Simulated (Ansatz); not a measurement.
The inner images of a band of ClHOZn + H2 (6 atoms, charge 0, multiplicity 1) are given out of order.

Computed with Ansatz, RKS PBE-D4/def2-SVP.

First end point:

```xyz
6
Properties=species:S:1:pos:R:3
Zn 0.285 -0.142 0.328
Cl 0.959 0.176 2.304
O -0.340 -0.408 -1.324
H 0.365 -0.486 -1.993
H -2.153 -0.384 0.375
H -2.093 -0.259 1.135
```

Last end point:

```xyz
6
Properties=species:S:1:pos:R:3
Zn -1.137 -0.392 -0.466
Cl 0.391 0.089 2.080
O 0.041 -0.462 -1.803
H 0.952 -0.334 -1.481
H -2.315 -0.368 0.524
H -0.909 -0.036 1.972
```

Put them in order from the first end to the last, with their energies above the first end.
A.
```xyz
6
Properties=species:S:1:pos:R:3
Zn -0.430 -0.262 -0.021
Cl 0.492 -0.127 2.002
O -0.171 -0.415 -1.793
H 0.806 -0.454 -1.853
H -2.150 -0.135 0.981
H -1.524 -0.111 1.511
```
B.
```xyz
6
Properties=species:S:1:pos:R:3
Zn -0.776 -0.263 -0.165
Cl 0.296 -0.120 2.070
O -0.104 -0.417 -1.817
H 0.870 -0.449 -1.763
H -2.059 -0.142 0.900
H -1.204 -0.113 1.602
```
C.
```xyz
6
Properties=species:S:1:pos:R:3
Zn -0.052 -0.229 0.084
Cl 0.616 0.031 2.095
O -0.184 -0.437 -1.689
H 0.740 -0.430 -2.010
H -2.324 -0.263 0.902
H -1.773 -0.174 1.444
```
D.
```xyz
6
Properties=species:S:1:pos:R:3
Zn 0.224 -0.175 0.205
Cl 0.762 0.140 2.228
O -0.229 -0.440 -1.500
H 0.561 -0.457 -2.072
H -2.345 -0.348 0.656
H -1.950 -0.224 1.308
```
E.
```xyz
6
Properties=species:S:1:pos:R:3
Zn -0.995 -0.321 -0.343
Cl 0.266 0.003 2.181
O -0.024 -0.440 -1.833
H 0.936 -0.394 -1.669
H -2.146 -0.257 0.707
H -1.015 -0.094 1.782
```

D (+0.01 eV), C (+0.13 eV), A (+0.58 eV), B (+1.17 eV), E (+0.95 eV).

Run time: 52 s on 2 threads of Intel(R) Xeon(R) CPU @ 2.60GHz (Ice Lake), on a shared host, peak memory 0.17 GiB.
